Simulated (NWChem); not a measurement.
Lowest excitation of H2Ga (+1)

```xyz
3

Ga     0.0000     0.0000     0.0000
H      0.0000     0.0000     1.5359
H      0.0000     0.0000    -1.5359
```
Charge +1, spin multiplicity 1.

Everything below was run with NWChem. All single points use one geometry, from B3LYP/def2-SVP, a minimum by its harmonic frequencies.

Basis set: def2-SVPD.

```csv
method,lowest vertical singlet excitation energy (eV),relative cost,difference from EOM-CCSD
TD-B3LYP,6.46,under 3,-0.23
EOM-CCSD,6.70,20,0.00
TD-PBE,6.32,under 3,-0.38
CIS,7.35,under 3,+0.65
TD-LDA (SVWN5),6.15,1,-0.54
```

The values span 1.20 eV, from TD-LDA (SVWN5) (lowest) to CIS (highest). Costs are rough ratios of processor time within this set of runs, SCF included, with TD-LDA (SVWN5) as 1.

The Hamiltonian is non-relativistic. The correlated methods keep 9 core orbitals frozen. B3LYP has NWChem's definition, with VWN1-RPA local correlation. The spin multiplicity of the parent species was assumed, not shown to be that of its ground state. The structure started from a generated list of species. No row is a measurement; the coupled-cluster row has its own basis-set and correlation limits.
